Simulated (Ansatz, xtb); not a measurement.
C2H2FGa: which of two isomers lies lower

Structure I is `F/C=[CH]/[Ga]`, a singlet and structure II is `F/C=[CH]\[Ga]`, a singlet. Both are isolated molecules in the gas phase, relaxed with B3LYP/6-31G*.

Energies in hartree; the thermal terms are from B3LYP/6-31G* harmonic frequencies (ideal gas, rigid rotor, one conformer each, 1000 K, 1 atm) and include the zero-point energy:

|  | I | II |
| --- | --- | --- |
| E, CCSD(T)/def2-TZVP | −2100.420856 | −2100.422304 |
| zero-point energy | 0.033180 | 0.033129 |
| H(1000 K) − E | 0.063782 | 0.063689 |
| G(1000 K) − E | −0.094264 | −0.094639 |

Problem. Work out ΔE, ΔE₀, ΔH and ΔG for I → II in kcal/mol (1 Eh = 627.51 kcal/mol) and the equilibrium ratio [II]/[I].

Solution. 1. ΔE = −2100.422304 − (−2100.420856) = −0.001448 Eh = −0.91 kcal/mol.
2. ΔE₀ = ΔE + ΔZPE = −0.001448 + (−0.000051) Eh = −0.94 kcal/mol.
3. ΔH = ΔE + (−0.000093) Eh = −0.97 kcal/mol.
4. ΔG = ΔE + (−0.000375) Eh = −1.14 kcal/mol, so ΔS = (ΔH − ΔG)/T = +0.7 J/(mol K).
5. kT = 3.1668 mEh, so K = [II]/[I] = exp(−ΔG/kT) = exp(+0.58) ≈ 1.8.

Structure II is favoured at this temperature. An error of 1 kcal/mol in ΔG would change K by a factor of 1.7. Mirror images and further conformers aren't counted.

As drawn, both hold the same kinds of bond in the same numbers.

Other levels gave ΔE = −1.1 (B3LYP/6-31G*); −1.0 (HF/def2-TZVP); −0.8 (MP2/def2-TZVP) kcal/mol. The correlated steps freeze 12 core orbitals; the filled d shell of Ga is correlated, in a basis made for valence electrons. Programs: Ansatz 0.2.0.
